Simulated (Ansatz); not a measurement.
One change: `C[SiH2][S][Ti]([Cl])([Cl])[Cl]` becomes `[Cl][Ti]([Cl])([Cl])[I]`.

Ansatz, PBE0-D4/def2-TZVP geometries, multiplicity 1. Each molecule was computed in one conformer, which needn't be the lowest.

Elements past krypton have def2 core potentials. Scalar relativity is left out up to krypton.

| property | `C[SiH2][S][Ti]([Cl])([Cl])[Cl]` |
| --- | --- |
| HOMO energy (PBE/def2-TZVPP) / eV | -6.92 |
| HOMO–LUMO gap (PBE0/def2-TZVPP) / eV | 4.65 |
| LUMO energy (ωB97M-V/def2-TZVPP) / eV | -1.33 |
| zero-point energy (PBE0-D4/def2-TZVP) / kJ/mol | 160.3 |
| HOMO energy (PBE0/def2-TZVPP) / eV | -8.09 |
| LUMO energy (PBE0/def2-TZVPP) / eV | -3.44 |

Task: Give the same properties after the change, and the shifts. (Best estimate.)

Result: Computed: 
```csv
property,`[Cl][Ti]([Cl])([Cl])[I]`,shift
HOMO energy (PBE/def2-TZVPP) / eV,-7.26,-0.34
HOMO–LUMO gap (PBE0/def2-TZVPP) / eV,4.68,0.03
LUMO energy (ωB97M-V/def2-TZVPP) / eV,-1.65,-0.32
zero-point energy (PBE0-D4/def2-TZVP) / kJ/mol,13.7,-146.6
HOMO energy (PBE0/def2-TZVPP) / eV,-8.38,-0.29
LUMO energy (PBE0/def2-TZVPP) / eV,-3.71,-0.27
```

The zero-point energy changes by -146.6 kJ/mol with -21 modes.

Spin–orbit coupling is left out; it splits and shifts lone-pair levels of the heavy atoms by tenths of an eV.
